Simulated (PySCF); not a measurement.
C₂H₅F₂NSi, SMILES C/C=N/[SiH](F)F. Atoms are numbered in the order given.

```xyz
11

C     -3.0087    -0.2399    -0.2015
C     -1.5941    -0.0647     0.2352
N     -0.6374     0.1668    -0.5743
Si     1.0114     0.3721    -0.1370
F      1.8730    -0.8111    -0.8131
F      1.2309     0.2331     1.4639
H     -3.3790    -1.2290     0.1187
H     -3.6526     0.5028     0.3005
H     -3.0975    -0.1403    -1.2915
H     -1.4297    -0.1532     1.3349
H      1.5430     1.6711    -0.5836
```

Geometry optimised at r2SCAN-D4/def2-SVP. The structure was generated by enumeration; whether it is a known compound was not checked. Other conformers were not sampled.

Two levels are set side by side: PBE/pcSseg-1 (PySCF) and PBE0/pcSseg-1 (PySCF). GIAO shifts against CFCl3 (¹⁹F), NH3 (¹⁵N), TMS (²⁹Si), TMS (¹H), TMS (¹³C) at the same level; non-relativistic, no solvent, atoms listed together averaged. Differences are taken from unrounded values.

```csv
quantity,PBE0,PBE,PBE minus PBE0
δ(¹³C) of C1 (ppm),34.3,35.3,1.0
δ(¹³C) of C2 (ppm),193.8,190.7,-3.0
δ(¹⁵N) of N3 (ppm),377.1,378.5,1.4
δ(²⁹Si) of Si4 (ppm),-45.4,-45.5,0.0
δ(¹H) of H10 (ppm),9.14,9.32,0.18
δ(¹H) of H11 (ppm),5.18,5.41,0.22
```

Rough cost on one machine, each run with all the roots and properties that it gave: PBE0 against PBE within a factor of 2.
